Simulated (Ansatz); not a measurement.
## A family of molecules: the atomisation energy (no zero-point term)

One atom is swapped for its congeners: SiH(CH3)F; SiH(CH3)Cl; SiH(CH3)I. The Br member is missing. All are doublets with charge 0.

Shapes, held fixed at every level: PBE0-D4/def2-TZVP. Programs: Ansatz 0.2.0. Values in eV.

**Question.** How should the atomisation energy change along the series?

**Answer.** At CCSD(T)/def2-TZVPP the atomisation energy falls at every step, from 24.91 to 22.04 eV. Every level shows the same order. Open shells run unrestricted unless RO is named. For atoms past krypton def2 sets carry core potentials with scalar relativity. Correlated rows may include outer-core shells of I, which these sets cover unevenly. Spin-orbit coupling, which grows down the group, is left out (summed over each molecule's free atoms 0.04, 0.06, 0.34 eV).

```tsv
level	SiH(CH3)F	SiH(CH3)Cl	SiH(CH3)I
HF/def2-TZVPP	19.53	18.28	17.13
SPW92/def2-TZVPP	28.74	26.73	25.48
PBE-D4/def2-TZVPP	25.78	24.07	22.91
wB97X-V/def2-TZVPP	25.58	23.90	22.66
B2PLYP/def2-TZVPP	25.30	23.52	22.32
MP2/def2-TZVPP	25.27	23.42	22.25
CCSD(T)/def2-TZVPP	24.91	23.18	22.04
```
